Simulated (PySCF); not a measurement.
SeHF, SMILES [SeH]F.

Geometry optimised at B3LYP-D3(BJ)/def2-TZVP.

All values below come from B3LYP-D3(BJ)/def2-TZVP run with PySCF.

Frequencies are harmonic and unscaled.

Computed harmonic wavenumbers and intensities:
```
mode  ν (cm⁻¹)  IR (km/mol)  moving atoms (share of kinetic energy)
----  --------  -----------  --------------------------------------
1          653         57.0                         F 79 %, Se 20 %
2          858          3.7                                  H 94 %
3         2372         18.5                                  H 99 %
```
